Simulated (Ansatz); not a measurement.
Consider the redistribution: `O[Si]O[SiH3]` + `OC([SiH3])Br` → `O[Si]Br` + `OC([SiH3])O[SiH3]`.

Program: Ansatz. Geometries: PBE0-D4/def2-TZVP. ΔE: electronic, gas phase. CBS: MP2 limit from def2 TZ/QZ plus the TZ coupled-cluster correction, frozen cores. This one scheme is used for every species. Functionals use def2-TZVPP. B3LYP here is the variant with VWN-RPA as its local correlation; programs differ in this. For Br outer-core shells are correlated without core-valence functions, which leaves a few kJ/mol of doubt a bond. Scalar relativity is left out up to krypton. Each species was taken in one conformer, which may not be the lowest.

```tsv
level	ΔE (kJ/mol)	difference from CCSD(T)/CBS
PBE-D4	29.2	-12.8
r2SCAN-D4	35.8	-6.2
PBE0-D4	30.3	-11.7
B3LYP-D4	37.1	-4.9
ωB97X-V	34.5	-7.5
ωB97M-V	34.5	-7.5
B2PLYP	41.4	-0.6
PBE	29.9	-12.1
r2SCAN	36.2	-5.8
PBE0	30.9	-11.1
B3LYP	37.9	-4.1
HF/def2-TZVPP	39.0	-3.0
MP2/def2-TZVPP	46.3	4.3
SCS-MP2/def2-TZVPP	46.7	4.7
CCSD/def2-TZVPP	42.0	0.0
CCSD(T)/def2-TZVPP	42.0	0.0
HF/def2-QZVPP	41.4	-0.6
MP2/def2-QZVPP	47.1	5.1
SCS-MP2/def2-QZVPP	47.6	5.6
HF/CBS(def2)	41.7	-0.3
MP2/CBS(def2)	46.3	4.3
CCSD/CBS(def2)	42.0	0.0
CCSD(T)/CBS	42.0	0
```

Largest T1 diagnostic among the species: 0.014.
